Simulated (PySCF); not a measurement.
## Pt: electron affinity

Pt⁻ [Xe] 4f14 5d9 6s2 (2D) → Pt [Xe] 4f14 5d9 6s1 (3D), as a difference of total energies. Computed with PySCF 2.14 in x2c-TZVPPall with one added diffuse shell each of s, p, d, f type (12s8p8d4f1g, 113 functions), with the spin-free X2C one-electron Hamiltonian (Gaussian nucleus). Correlated levels: valence and next inner shell: [Kr] 4d10 4f14 frozen. The calculations carry no spin-orbit coupling.

```json
{"method": "UHF", "electron affinity (eV)": "0.443"}
{"method": "MP2 (valence and next inner shell)", "electron affinity (eV)": "1.997"}
{"method": "SCS-MP2 (valence and next inner shell)", "electron affinity (eV)": "1.967"}
{"method": "CCSD (valence and next inner shell)", "electron affinity (eV)": "1.854"}
{"method": "CCSD(T) (valence and next inner shell)", "electron affinity (eV)": "2.054"}
```

Errors of the correlated levels include the incompleteness of this basis and the frozen core.

The coupled-cluster amplitudes are large for Pt⁻ (T1 above 0.03 or a double amplitude above 0.15), so a single reference is strained.

Task: Which method comes closest to the reference value, and which is furthest?

Result: The reference is 2.125 eV (measured; photodetachment measurements, as compiled on the Wikipedia data page of electron affinities). Closest: CCSD(T) (valence and next inner shell) (error -0.071 eV); furthest: UHF (error -1.682 eV).
